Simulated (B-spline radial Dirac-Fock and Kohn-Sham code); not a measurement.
**In⁵⁺: input and output of one calculation**

ΔSCF core binding energies without Breit or QED terms, calculated with a radial B-spline solver. Keys: rel is the Hamiltonian (dirac, or spin-free x2c and nr, where L3 and M5 stand for the whole 2p and 3d shells), method is hf or an exchange,correlation pair (spin-unpolarised, also for the hole states), nuc the nuclear model, radius_factor scales its radius, rmax is the box in bohr, h the logarithmic mesh step, order the B-spline order, points the quadrature points per cell, c_factor scales the speed of light, and damp, ndamp, maxit and tol steer the iteration. The run stops when the commutator error falls below 10·tol·max(1, Z/10), or the numerical noise floor, and the energy has settled to about 1e-8 Ha; the virial ratio is −V/T.

Input (task.json):

```json
{"items": [{"Z": 49, "q": 5, "cfg": [[1, 0, 2], [2, 0, 2], [2, 1, 6], [3, 0, 2], [3, 1, 6], [3, 2, 10], [4, 0, 2], [4, 1, 6], [4, 2, 8]], "A": 115, "rrms": 4.6156, "do": "settings", "holes": ["K", "L3", "M5"],
  "settings": [{"rel": "nr", "method": "hf", "nuc": "fermi", "radius_factor": 1.0, "rmax": 45.0, "h": 0.3, "order": 8, "points": 10, "c_factor": 1.0, "maxit": 60, "damp": 0.5, "ndamp": 3, "tol": 1e-08}]}]}
```

Command: `python xray2_run.py task.json out`

Ground-state iterations:

```
iter   energy (Ha)        error
   1    -5714.62081570  1.78e+00
   2    -5729.45439087  5.30e-01
   3    -5733.32767418  1.70e-01
   4    -5733.66832089  5.30e-02
   5    -5733.69459803  1.97e-02
   6    -5733.70021963  2.56e-03
   7    -5733.70026853  1.27e-04
   8    -5733.70026862  2.35e-05
   9    -5733.70026863  1.84e-06
  10    -5733.70026863  8.14e-08
```

The ground state converged in 10 iterations, with total energy -5733.70027 Ha, virial ratio 2.00000 and highest orbital energy -94.11 eV. ΔSCF binding energies: K (1s) 27164.0 eV, L3 (2p3/2) 3825.0 eV. Holes are computed only in closed shells, and unreliable hole states are left out.
